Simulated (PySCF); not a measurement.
Species: C8H9Cl.
SMILES with atom numbers: `[Cl:1]/[CH:2]=[CH:3]/[C:4]#[C:5][CH:6]1[CH2:7][CH2:8][CH2:9]1`

NICS is the negative of the GIAO shielding at a point without a nucleus: at the ring centre (0) and 1 Å above and below it (1); zz is the component along the ring normal. Level: GIAO B97-2/pcSseg-1 (PySCF, non-relativistic, gas phase) on the PBE0-D3(BJ)/def2-SVP geometry, one conformer.

Ring bond lengths (Å): C6–C7 1.552, C7–C8 1.539, C8–C9 1.539, C9–C6 1.552.

Question: What do the NICS probes read (ppm)?

Answer: 
| ring | type | NICS(0) | NICS(1), two faces | NICS(1)zz, two faces | rms pucker (Å) | centre to ring atoms, mean (Å) |
| --- | --- | --- | --- | --- | --- | --- |
| C6–C7–C8–C9 | 4-membered carbocycle; formal bonds all single | -2.5 | -1.8 / -1.3 | 2.1 / 4.0 | 0.14 | 1.08 |

Question: What can be read from them?

Answer: 
- C6–C7–C8–C9: mean NICS(1)zz 3.0 ppm, deshielded. C6, C7, C8, C9 have four or more neighbours, and the NICS criterion for π rings isn't applied.

Question: At the second NICS(1) probe listed for ring C6–C7–C8–C9, 1 Å off the ring, what do the in-plane components average?

Answer: The isotropic value is a third of the trace: (3 × -1.3 − (4.0))/2 = -4.0 ppm.

Question: List the ring angles.

Answer: 
- C6–C7–C8–C9: C6 87.7°, C7 88.4°, C8 88.6°, C9 88.4°; sum 353.0° against 360° for a flat convex ring.

Question: What are the shieldings of the ring atoms and their hydrogens in the same run (means over atoms taken as equivalent)?

Answer: 
| atoms | environment | σ isotropic (ppm) |
| --- | --- | --- |
| C6 | propargylic carbon | 156.1 |
| C7 (×2) | four-membered-ring carbon | 150.9 |
| C8 | four-membered-ring carbon | 162.6 |
| H on C6 | methine hydrogen | 28.40 |
| H on C7 (×2) | methylene hydrogen | 29.37 |
| H on C7 (×2) | methylene hydrogen | 29.26 |
| H on C8 | methylene hydrogen | 29.57 |
| H on C8 | methylene hydrogen | 29.75 |

Question: How do the values depend on the level or the medium?

Answer: 
```tsv
level	NICS(0), C6–C7–C8–C9	mean NICS(1)zz, C6–C7–C8–C9
B97-2/pcSseg-1, gas	-2.5	3.0
PBE0/pcSseg-1, gas	-2.5	3.0
```

The geometry is the same throughout.
